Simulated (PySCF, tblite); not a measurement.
C3H7FOSi.
SMILES with atom numbers: `[F:1]/[CH:2]=[CH:3]\[CH2:4][O:5][SiH3:6]` (hydrogens: H7 on C2; H8 on C3; H9, H10 on C4; H11, H12, H13 on Si6)

Jobs on this species (13 atoms, 56 electrons) with PySCF (density fitting) and tblite. Hardware of each: one thread, Intel Xeon at 2.50 GHz (x86_64), no GPU (shared host). Other jobs ran on the host; a repeat could differ by tens of per cent or more.

| level and settings | work | basis functions | SCF cycles | wall time |
| --- | --- | --- | --- | --- |
| PBE0/pcSseg-1 | shieldings, charges and field gradients | 144 | ? | ? |
| GFN2-xTB | L-BFGS relaxation | – | – | 0.6 s |
| delta-SCF UKS SCAN, pcX-2 on the ionised atom, pcseg-1 elsewhere, spin-free X2C | ΔSCF core ionisation, 7 holes | 165 | 121 | 3.3 min |
| wB97X-D/def2-SVPD | 8 singlets by full TDDFT, 3 Tamm–Dancoff triplets, polarisability | 186 | 13 | 60 s |
| GFN2-xTB | Hessian by finite differences | – | – | 0.63 s |

Question: Fill in the missing figures.

Answer: 
- PBE0/pcSseg-1; shieldings, charges and field gradients: 37 s, 14 SCF cycles

Question: What do all jobs in the table cost together?

Answer: About 4.9 min; the longest takes about 67 % of that, and about 330 times as long as the shortest.
